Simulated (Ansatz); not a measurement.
Input for Ansatz (an electronic-structure program): R-CCSD(T)/cc-pVDZ on CHF (SMILES [CH]F).

Ansatz 0.2 input:
```yaml
crystal:
  periodic: [false, false, false]
  atoms:
    - {symbol: C, position_ang: [-0.57295188, 0.45176895, -0.00000000]}
    - {symbol: F, position_ang: [0.54209160, -0.25814333, -0.00000000]}
    - {symbol: H, position_ang: [-1.37067986, -0.36499594, 0.00000000]}
basis:
  gaussian:
    orbitals: cc-pVDZ
magnetization: {spin_polarized: false}
correlation: {method: ccsd_t, electrons: outside_noble_gas}
accuracy: high
phonons: {}
scf: {lower_state_search: off}
```

Question: Give the final energy of this run.

Answer: -138.0924 hartree (reference determinant -137.7643, T1 diagnostic 0.020).

Question: How many basis functions does it have, and what does it roughly cost on one machine?

Answer: 33 functions; around 16 core-seconds (rough).
